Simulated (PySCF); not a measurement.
Job file and geometry (Å, from GFN2-xTB) of an NMR shielding run on SMILES CC(C)CS[SiH2][SiH2][SiH3], C4H16SSi3, PySCF 2.14.0, density-fitted response routines, GIAO PBE0/pcSseg-1 NMR shielding, non-relativistic, gas phase; density fitting, a coarse starting grid and PySCF grid level 2 are the driver's defaults:

```
$ OMP_NUM_THREADS=1 python probes_run.py task.json out

{"job": {"kind": "nmr", "xc": "PBE0", "basis": "pcSseg-1"}, "charge": 0, "multiplicity": 1}
C     -2.167361     1.523245     0.202691
C     -2.093294     0.014567    -0.008900
C     -3.493493    -0.595843    -0.037950
C     -1.365834    -0.313866    -1.307805
S      0.381797     0.204866    -1.303153
Si     1.324521    -1.407713    -0.230898
Si     3.574301    -0.890119    -0.172066
Si     4.107740     1.327516     0.250149
H     -1.171366     1.958876     0.167275
H     -2.770665     1.984408    -0.576798
H     -2.614210     1.751098     1.167521
H     -1.534501    -0.430432     0.822478
H     -3.443840    -1.675813    -0.160239
H     -4.069663    -0.181943    -0.862995
H     -4.016605    -0.377790     0.890198
H     -1.818904     0.217298    -2.145201
H     -1.390042    -1.384608    -1.511822
H      0.665582    -1.474819     1.078410
H      0.863517    -2.613130    -0.928226
H      4.137767    -1.792436     0.846419
H      4.199030    -1.363151    -1.417228
H      3.819856     1.680278     1.644098
H      3.337202     2.235081    -0.597727
H      5.526727     1.624195     0.032792
```

**Question.** Write the output of this run.

**Answer.** 
```
coarse grid: 20760 points
cycle   1  E = -1427.8699243208  dE =  2.912e-01  |g| = 3.966e-01  |ddm| = 4.221e+00
cycle   2  E = -1427.8641175962  dE =  5.807e-03  |g| = 4.319e-01  |ddm| = 9.527e-01
cycle   3  E = -1427.9148698473  dE = -5.075e-02  |g| = 4.667e-02  |ddm| = 5.378e-01
cycle   4  E = -1427.9153144866  dE = -4.446e-04  |g| = 2.428e-02  |ddm| = 9.051e-02
cycle   5  E = -1427.9154652025  dE = -1.507e-04  |g| = 5.635e-03  |ddm| = 3.013e-02
cycle   6  E = -1427.9154722575  dE = -7.055e-06  |g| = 1.417e-03  |ddm| = 6.297e-03
final grid: 178312 points
cycle   7  E = -1427.9638003296  dE = -5.087e-05  |g| = 8.523e-03  |ddm| = 3.722e-02
cycle   8  E = -1427.9637914157  dE =  8.914e-06  |g| = 1.025e-02  |ddm| = 1.672e-02
cycle   9  E = -1427.9638181742  dE = -2.676e-05  |g| = 8.500e-04  |ddm| = 1.029e-02
cycle  10  E = -1427.9638183564  dE = -1.822e-07  |g| = 2.667e-04  |ddm| = 1.460e-03
cycle  11  E = -1427.9638183746  dE = -1.822e-08  |g| = 5.823e-05  |ddm| = 2.906e-04
cycle  12  E = -1427.9638183753  dE = -7.603e-10  |g| = 1.859e-05  |ddm| = 7.825e-05
converged SCF energy = -1427.9638183753

GIAO shielding tensors (ppm)
atom      isotropic    diamagn.    paramagn.     s11        s22        s33       span
  0 C      164.172     249.288     -85.116    150.334    156.020    186.162     35.828
  1 C      154.836     245.835     -90.999    144.699    156.139    163.670     18.971
  2 C      162.266     246.029     -83.763    145.446    152.875    188.478     43.032
  3 C      140.771     254.763    -113.991    116.288    144.787    161.238     44.950
  4 S      685.353    1061.737    -376.384    537.481    601.092    917.484    380.003
  5 Si     400.380     882.585    -482.205    353.258    384.699    463.182    109.924
  6 Si     481.286     881.179    -399.894    466.542    482.279    495.036     28.495
  7 Si     465.985     880.075    -414.089    455.399    466.570    475.987     20.587
  8 H       29.456      32.385      -2.929     23.109     31.243     34.015     10.906
  9 H       31.387      31.940      -0.554     28.153     28.441     37.567      9.414
 10 H       30.728      31.233      -0.504     26.773     27.681     37.731     10.958
 11 H       30.001      34.301      -4.301     25.122     30.387     34.493      9.371
 12 H       30.680      29.575       1.105     25.786     28.885     37.370     11.584
 13 H       31.055      29.313       1.742     27.441     28.740     36.983      9.541
 14 H       30.436      28.630       1.806     25.890     27.750     37.668     11.778
 15 H       29.502      34.491      -4.988     23.685     29.210     35.612     11.927
 16 H       29.333      34.804      -5.471     22.963     30.713     34.322     11.359
 17 H       26.908      32.210      -5.302     22.223     27.166     31.335      9.112
 18 H       26.988      31.208      -4.220     23.013     25.341     32.608      9.595
 19 H       28.318      28.990      -0.672     24.378     25.771     34.805     10.427
 20 H       28.234      29.141      -0.907     24.211     25.955     34.536     10.325
 21 H       28.190      29.334      -1.144     24.713     26.199     33.659      8.946
 22 H       28.034      29.713      -1.679     23.494     28.104     32.505      9.011
 23 H       28.118      27.777       0.341     24.369     25.329     34.657     10.288
```

**Question.** Turn these shieldings into chemical shifts. Scale: 13C (σref 186.93), 29Si (σref 349.16), 1H (σref 31.72) vs TMS; CS2 for 33S (σref 503.73) (reference shieldings calculated alike).

**Answer.** Averaging equivalent atoms: C 3: 46.2; C 1: 32.1; C 0/2: 23.7; S 4: -182; Si 5: -51.2; Si 7: -116.8; Si 6: -132.1; H 17/18: 4.77; H 21/22/23: 3.60; H 19/20: 3.44; H 15/16: 2.30; H 11: 1.72; H 8/9/10/12/13/14: 1.09 ppm. 

Size and cost of the density-fitted run: 244 basis functions, 100 s wall time on 1 thread of an Arm Neoverse N1, shared host; peak memory 1.1 GiB.
